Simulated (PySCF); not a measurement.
Peak assignment

Bonds: B1-C2, B1-C6, B1-O10, O10-C11, C11-C12, C11-C13. C2 carries H3, H4, H5; C6 carries H7, H8, H9; C11 carries H14; C12 carries H15, H16, H17; C13 carries H18, H19, H20.

PySCF 2.14.0 with density-fitted response routines calculation with J: B3LYP/pcJ-1 (spin–dipole term only in couplings to heteroatoms), geometry from PBE0-D3(BJ)/def2-SVP and σ from GIAO-B3LYP/pcSseg-1; no relativistic terms, one computed conformer, no solvent, one averaged value for each set of equivalent atoms.

References, each an isolated molecule treated in the same way: 13C (σ = 179.24 ppm), 1H (σ = 31.38 ppm) against TMS.

**Question.** Assign these signals to the numbered atoms. 13C{1H} NMR (computed): δ 70.0 (CH), 26.5 (CH3), 5.5 (CH3).

**Answer.** 
| δ (ppm) | atoms | environment | reason |
| --- | --- | --- | --- |
| 70.0 | C11 | carbon bonded to 2 C, O, H | – |
| 26.5 | C12/C13 | carbon bonded to C, 3 H | – |
| 5.5 | C2/C6 | carbon bonded to B, 3 H | – |

**Question.** Assign these signals to the numbered atoms. 1H NMR (300 MHz, computed): δ 4.04 (sept, J = 6.8 Hz, 1H), 1.20 (d, J = 6.8 Hz, 6H), 0.38 (s, 6H).

**Answer.** 
```tsv
δ (ppm)	atoms	environment	reason
4.04	H14	hydrogen on a carbon bonded to 2 C, O	–
1.20	H15/H16/H17/H18/H19/H20	hydrogen on a carbon bonded to C	–
0.38	H3/H4/H5/H7/H8/H9	hydrogen on a carbon bonded to B	–
```

A carbon bonded to boron is broadened by the quadrupolar boron nucleus and is often missing from a measured spectrum. Multiplet labels drop couplings under 1 Hz and merge nearly equal ones. Unscaled 3J(H,H) at this level run about 10 % above measured values. Shifts are as computed. Against solution values, carbons near 30 ppm lie about +2 ppm off and those near 130 ppm about +6 ppm. Of 1309 compounds with measured shifts, 239 miss one by over three times the rms of a fit or turn the order of signals round; such compounds aren't used in these exercises.
